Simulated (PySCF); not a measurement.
Zinc: a sound run and one with changed settings

Sound run: Zn⁺ [Ar] 3d10 4s1, Zn²⁺ [Ar] 3d10. Calculation: PySCF 2.14, in x2c-TZVPall; the spin-free X2C one-electron Hamiltonian (Gaussian nucleus). In the sound run the correlated levels freeze [Ar]. The sound run starts from symmetry-adapted Hartree-Fock orbitals and uses a fine grid where one is needed.

Changed run: the non-relativistic Hamiltonian (point nucleus). This setting is unsound on purpose.

```csv
species,method,sound run (hartree),changed run (hartree),converged
Zn⁺,UHF,-1793.96788,-1770.89249,yes
Zn⁺,TPSS,-1795.56691,-1772.50039,yes
Zn⁺,B3LYP,-1795.60853,-1772.54330,yes
Zn⁺,MP2,-1794.33779,-1771.25632,yes
Zn⁺,CCSD(T),-1794.30949,-1771.22907,yes
Zn²⁺,UHF,-1793.34765,-1770.28720,yes
Zn²⁺,TPSS,-1794.88856,-1771.84125,yes
Zn²⁺,B3LYP,-1794.92033,-1771.87327,yes
Zn²⁺,MP2,-1793.69042,-1770.62610,yes
Zn²⁺,CCSD(T),-1793.66343,-1770.59990,yes
```

Ionisation energy of Zn⁺:

| method | sound run (eV) | changed run (eV) |
| --- | --- | --- |
| UHF | 16.877 | 16.471 |
| TPSS | 18.459 | 17.936 |
| B3LYP | 18.727 | 18.232 |
| MP2 | 17.616 | 17.149 |
| SCS-MP2 | 17.491 | 17.033 |
| CCSD | 17.531 | 17.076 |
| CCSD(T) | 17.580 | 17.121 |

Most of the change in total energy is the relativistic energy itself. On top of that the contraction fixes the core shape for the Hamiltonian it was made with, so the changed run is not a good calculation with the other Hamiltonian either.

For comparison, NIST gives 17.964 eV between the lowest levels.
